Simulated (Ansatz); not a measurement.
PBE exchange is replaced step by step with exact exchange (0 % is PBE, 25 % PBE0; no dispersion term), basis def2-TZVP, Ansatz. System: FeF2. Total charge 0; singlet. Geometry: r2SCAN-D4/def2-TZVP.

Geometry of the singlet:

```xyz
3

Fe    0.000    0.000    0.000
F    -0.532   -0.992   -1.271
F     0.532    0.992    1.271
```

At PBE-D4/def2-TZVP, PBE0-D4/def2-TZVP the restricted singlet is unstable: a solution with broken spin symmetry lies lower. At PBE-D4/def2-TZVP an occupied level of the charge 0 singlet lies above an empty one (by up to 0.01 eV), so this SCF solution is probably not the lowest. The restricted singlet is unstable towards broken spin symmetry at other levels; at PBE with 5 % exact exchange/def2-TZVP, PBE with 10 % exact exchange/def2-TZVP, PBE with 15 % exact exchange/def2-TZVP, PBE with 35 % exact exchange/def2-TZVP and others this wasn't settled. The geometry of the singlet was relaxed on an unsound state (restricted singlet, unstable towards broken spin symmetry). At PBE0-D4/def2-TZVP a quintet of charge 0 lies 3.90 eV below the restricted singlet, each at its own geometry. The structure comes from a short search, and lower isomers may exist.

```tsv
exact exchange (%)	HOMO (eV)	LUMO (eV)	gap (eV)
0	-6.28	-6.28	-0.01
5	-6.68	-5.91	0.77
10	-7.10	-5.53	1.57
15	-7.52	-5.13	2.39
35	-9.02	-3.39	5.63
50	-10.53	-2.39	8.14
```

(1) Estimate the row for 25 %.

Answers

(1) 
| exact exchange (%) | HOMO (eV) | LUMO (eV) | gap (eV) |
| --- | --- | --- | --- |
| 25 | -8.30 | -4.27 | 4.03 |
